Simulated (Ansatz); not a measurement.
HBr ··· H₂Te

The pair of HBr (SMILES Br, atoms 1–2) and H₂Te (SMILES [TeH2], atoms 3–5), both closed shells, in one local arrangement (a lower one may exist), relaxed at PBE0-D4/def2-TZVP:

```
5
angstrom
Br -0.0964 0.3005 -2.7627
H 0.0825 -0.0901 -1.3833
Te 0.3667 -0.7307 1.1886
H -1.2095 -0.2984 1.4525
H 0.8567 0.8187 1.5049
```

Computed with Ansatz 0.2.0 (basis: def2-TZVPPD, with def2-QZVPPD for the basis limit); correlated methods freeze the cores. Filled d shells of the heavier atoms are correlated. Core potentials replace the inner electrons of the atoms past krypton. The def2 sets are not built for correlating such inner shells, so the correlated values are less sure here. B3LYP uses VWN-RPA correlation. Extrapolation: Hartree–Fock as exp(−7.88 √X), correlation as X^−2.97. Interaction energies count from these two fragments, frozen as in the pair, with the counterpoise correction; negative means bound.

**Question.** What is the interaction energy by CCSD(T) at an estimated basis limit (MP2 extrapolated from triple and quadruple zeta, plus CCSD(T) − MP2 in triple zeta)? (To be estimated.)

**Answer.** Computed: -11.8 kJ/mol. Hartree–Fock alone gives 3.7 kJ/mol at the basis limit, so without correlation the pair would not bind at this distance. It counts from the two fragments frozen as in the pair.

The same quantity by other methods in triple zeta, and each one's difference from that estimate:
```tsv
method	E_int (kJ/mol)	difference
PBE-D4	-19.9	-8.1
revPBE-D4	-17.1	-5.4
BLYP-D4	-16.4	-4.7
r2SCAN-D4	-15.4	-3.6
B97M-V	-12.7	-0.9
PBE0-D4	-17.0	-5.2
B3LYP-D4	-15.2	-3.5
HSE06-D4	-17.3	-5.5
wB97X-V	-11.1	0.7
wB97M-V	-10.9	0.9
B2PLYP	-9.2	2.6
HF	3.6	15.4
MP2	-12.0	-0.3
CCSD	-6.3	5.5
CCSD(T)	-8.4	3.4
```
Differences are method less estimate.

**Question.** Which atoms make the shortest contact between the fragments?

**Answer.** H2 and Te3, 2.67 Å apart.

Energy to bend the free fragments (PBE0-D4 minima) into their shapes in the pair, CCSD(T)/def2-TZVPPD: HBr 1.0 kJ/mol; H₂Te 0.0 kJ/mol. This must be added to the interaction energy to get the binding energy from relaxed fragments.

Basis-set superposition shift (counterpoise-corrected less uncorrected): CCSD(T) 4.4; MP2 4.5; HF 0.4; PBE0-D4 0.5; wB97M-V 0.5 kJ/mol.

T1 diagnostic: at most 0.011.

For scale, one of the runs: CCSD(T)/def2-TZVPPD, 167 basis functions, launched by `ansatz run in.yaml --threads 4 --pin off --events-out ev --progress --plain --max-ram 9574MiB`. Time: 43 s of wall clock on 4 CPU threads of an Arm Neoverse V1; the host was shared. Peak host memory: 1.5 GiB.
